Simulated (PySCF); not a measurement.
## Löwdin shares of the frontier orbitals

Compound: C5H6Si.
Structure used (PBE0-D3(BJ)/def2-SVP), in Å, numbered top down from 1:
```xyz
12
C5H6Si angstrom
C      3.860   -0.528   -0.722
C      2.678   -0.563   -0.432
C      1.347   -0.602   -0.105
C      0.164   -0.652    0.188
C     -1.239   -0.647    0.526
Si    -1.969    1.113    0.486
H      4.903   -0.499   -0.977
H     -1.399   -1.067    1.535
H     -1.813   -1.277   -0.176
H     -3.418    1.039    0.846
H     -1.823    1.682   -0.885
H     -1.252    1.973    1.471
```

Theory: TDDFT CAM-B3LYP/def2-SVPD, vertical, gas phase, core orbitals frozen in the response in PySCF 2.14.0, density-fitted response routines.

Kohn–Sham orbitals with the atoms that hold most of them (Löwdin shares over 4%, at most four atoms; ? is withheld):

```json
{"orbital": "LUMO+2", "ε (eV)": "0.95", "atoms": "Si6 29%, C5 15%, C4 11%, H8 8%"}
{"orbital": "LUMO+1", "ε (eV)": "0.47", "atoms": "C1 23%, C2 20%, C4 19%, C3 16%"}
{"orbital": "LUMO", "ε (eV)": "0.45", "atoms": "C1 21%, C2 18%, C4 17%, C3 15%"}
{"orbital": "HOMO", "ε (eV)": "?", "atoms": "?"}
{"orbital": "HOMO-1", "ε (eV)": "-8.45", "atoms": "C1 24%, C4 24%, C3 21%, C2 20%"}
{"orbital": "HOMO-2", "ε (eV)": "-10.92", "atoms": "C2 27%, C1 19%, C3 15%, C5 14%"}
{"orbital": "HOMO-3", "ε (eV)": "-11.14", "atoms": "Si6 23%, H11 14%, H12 14%, C2 13%"}
```

Problem. Which atoms hold the HOMO, and with what shares?

Solution. C4 (bonded to 2 C) 22%; C1 (bonded to C and H) 22%; C3 (bonded to 2 C) 22%; C2 (bonded to 2 C) 17%.

Problem. What is the HOMO energy, and the HOMO–LUMO gap?

Solution. ε(HOMO) = -8.24 eV; the gap is 8.69 eV (0.3192 hartree).

Problem. How does S1 compare with the orbital gap of 8.69 eV?

Solution. S1 is at 4.58 eV (f = 0.0001), 4.11 eV below the gap, made of HOMO→LUMO+1 (84%), HOMO-1→LUMO (12%). 

Next come S2 at 4.82 eV (f 0.0060), HOMO→LUMO (49%), HOMO-1→LUMO+1 (46%); S3 at 4.86 eV (f 0.0003), HOMO-1→LUMO (81%), HOMO→LUMO+1 (12%); S4 at 6.53 eV (f 0.0044), HOMO→LUMO+2 (84%); S5 at 6.78 eV (f 0.0000), HOMO-1→LUMO+2 (80%), HOMO-1→LUMO+4 (10%).
